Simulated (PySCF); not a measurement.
# Telling isomers of C$_{2}$H$_{11}$O$_{2}$PSi$_{3}$ apart by NMR

- structure optimised with GFN2-xTB
- shieldings: GIAO PBE0/pcSseg-1
- run in PySCF
- a single conformation, non-relativistic, gas phase, equivalent nuclei averaged

References, each an isolated molecule treated in the same way: $^{1}$H, $^{13}$C against TMS. Splittings of carbon signals by F and P are missing where no couplings were computed. Where no couplings were computed, multiplicities follow the n + 1 count of equivalent neighbours, and m marks all less simple cases (inequivalent or close neighbours, rings, F or P nearby). Shifts are as computed. Against solution values, carbons near 30 ppm lie about +3 ppm off and those near 130 ppm about +5 ppm. Of 1309 compounds with measured shifts, 239 miss one by over three times the rms of a fit or turn the order of signals round; such compounds aren't used in these exercises.

(1) Tabulate the signals of `C[Si@@H](P)[Si@H](C=O)O[SiH3]`, `COC(=O)[SiH2]P([SiH3])[SiH3]` and their relative energies.

(2) What is the quickest way to tell C[Si@@H](P)[Si@H](C=O)O[SiH3] from COC(=O)[SiH2]P([SiH3])[SiH3]?

## Answers

(1) 
```tsv
SMILES	carbon types	δC	δH	E rel. (kcal/mol)
C[Si@@H](P)[Si@H](C=O)O[SiH3]	1×CH 1×CH3	257.2, -5.2	12.70 (m, 1H), 5.25 (s, 3H), 5.17 (m, 1H), 4.67 (m, 1H), 1.38 (m, 2H), 0.31 (m, 3H)	0.0
COC(=O)[SiH2]P([SiH3])[SiH3]	1×C 1×CH3	192.9, 53.5	4.58 (m, 2H), 4.24 (m, 6H), 3.99 (s, 3H)	25.0
```

Energies are electronic energies at PBE0/pcSseg-1 on these geometries, without zero-point or thermal terms, each for the one conformer computed, which needn't be the lowest.

(2) Both give the same number of carbon signals, but DEPT or the intensities differ. The first has a carbonyl carbon (CH) at 257.2 ppm, the second a carbonyl carbon (C) at 192.9 ppm. In the proton spectra the most deshielded non-exchanging signals are 12.70 (m, 1H) and 4.58 (m, 2H).
